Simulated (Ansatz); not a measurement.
Consider the atomization: `[F][Ge]([Cl])[Br]`• → Br• + Cl• + F• + Ge•.

Isolated molecules relaxed with PBE0-D4/def2-TZVP in Ansatz; ΔE leaves out vibrations. CCSD(T)/CBS adds triple-zeta CCSD(T) − MP2 to the extrapolated MP2 energy (def2 sets, frozen cores). This one scheme is used for every species, atoms too. Functionals use def2-TZVPP. No spin–orbit coupling; open shells (•) take unrestricted orbitals. Spin–orbit coupling would lower the free atoms: a little for Cl, F; clearly for Br, Ge. For Br, Ge outer-core shells are correlated without core-valence functions, so the limit isn't a true one: a few kJ/mol of doubt a bond, and 10 to 20 or more in all where bonds break to atoms. Scalar relativity is left out up to krypton.

Task: What is ΔE at CCSD(T)/CBS? (Best estimate.)

Result: Computed: +11.32 eV.

Task: What do these levels give: BLYP-D4, r2SCAN0, BHLYP, CCSD/def2-SVP, HF/def2-TZVPP, HF/def2-QZVPP? (An estimate is asked.)

Result: Computed: BLYP-D4 11.33, r2SCAN0 11.16, BHLYP 10.35, CCSD/def2-SVP 9.86, HF/def2-TZVPP 7.62, HF/def2-QZVPP 7.64 eV.

Largest T1 diagnostic among the species: 0.012.

The D4 term adds +0.22 eV with B3LYP and +0.11 eV with PBE0; it sums over pairs of atoms, weighted by their polarisabilities, and B3LYP, whose exchange is more repulsive, gets the larger term. From PBE to PBE0 (25 % exact exchange), in def2-TZVPP and without D4, ΔE moves by −0.48 eV: exact exchange takes away binding that semilocal exchange gives to molecules.

B3LYP here is the variant with VWN-RPA as its local correlation; programs differ in this.

For atomizations the MP2-based limit and the directly extrapolated one differ by several kJ/mol either way, and by 10 to 25 for some Ge, Se and Sn compounds, so smaller differences from it don't rank the levels.
